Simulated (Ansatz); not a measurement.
Basis-set extrapolation for C3H7BFN, SMILES `BC(=C)NCF` (PBE0-D4/def2-TZVP geometry, frozen core, Ansatz). Multiplicity 1, RHF reference.

```json
{"": "HF", "def2-TZVPP": "-296.329791", "def2-QZVPP": "-296.343283"}
{"": "MP2 correlation", "def2-TZVPP": "-1.049193", "def2-QZVPP": "-1.126245"}
{"": "CCSD(T) correlation", "def2-TZVPP": "-1.134583", "def2-QZVPP": "not run"}
```

Energies in hartree. Use E(X) = E(∞) + A·exp(−7.88·√X) for Hartree–Fock and E(X) = E(∞) + B·X^(−2.97) for correlation, with X = 3 and 4, and add CCSD(T) minus MP2 of the smaller set to the MP2 limit.

Task: What is the CCSD(T) energy at the basis-set limit?

Result: HF limit: -296.343283 + (-0.013492) × 0.13774 = -296.34514. MP2 limit: -1.126245 + (-0.077052) × 0.74074 = -1.18332. Higher-order term: -1.134583 − (-1.049193) = -0.08539. Total: -297.61385 hartree, 93.8 kcal/mol below CCSD(T)/def2-TZVPP.
